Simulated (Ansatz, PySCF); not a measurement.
Process, species as SMILES: O[SiH3] [hydroxysilane] → [SiH3] (SiH3) + [OH] (HO) (the O-Si bond at the site shown breaks; other sites are not compared here)
Each molecule is optimised on its own at B3LYP-D3(BJ)/def2-TZVP (Ansatz, a quantum-chemistry and plane-wave program).

Quantity: bond dissociation energy (0 K, with B3LYP-D3(BJ) harmonic zero-point energies from PySCF), in kcal/mol. Valence correlation only, unless marked. Open shells are spin-unrestricted. No spin-orbit coupling. Non-relativistic. CBS(X,Y): correlation extrapolated as X^-3; Hartree-Fock from the larger set.

| level | program | bond dissociation energy (kcal/mol) |
|---|---|---|
| B2PLYP-D3(BJ)/def2-TZVPD | Ansatz + dftd3 | 119.3 |
| SCS-MP2/cc-pwCVTZ | Ansatz | 124.6 |
| SCS-MP2/def2-QZVPP | Ansatz | 126.5 |
| CCSD(T)/CBS(def2-TZVPPD,def2-QZVPPD) | Ansatz | (withheld) |

Question: Some entries are withheld; supply them.

Answer: 
- CCSD(T)/CBS(def2-TZVPPD,def2-QZVPPD), bond dissociation energy (kcal/mol): 122.5
